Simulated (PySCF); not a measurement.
C3H7FSi, SMILES [SiH2]1CC(F)C1. Geometry: PBE-D3(BJ)/def2-SVP. This is a generated structure with no PubChem entry under its InChIKey; it may be hypothetical.

Computed equilibrium geometry at PBE-D3(BJ)/def2-SVP (PySCF confirms it by a frequency run) as a Z-matrix, and its point group:
point group Cs.
```
C
F 1 1.3912
H 1 1.1150 2 107.04
C 1 1.5450 3 109.86 2 124.66
H 4 1.1055 1 117.14 3 -35.34
H 4 1.1109 5 109.18 1 124.23
C 1 1.5450 3 109.86 2 -124.66
H 7 1.1055 1 117.14 3 35.34
H 7 1.1109 8 109.18 1 -124.23
Si 4 1.9128 5 124.52 6 130.22
H 10 1.5027 4 118.70 5 -103.79
H 10 1.5031 11 109.65 7 134.57
```
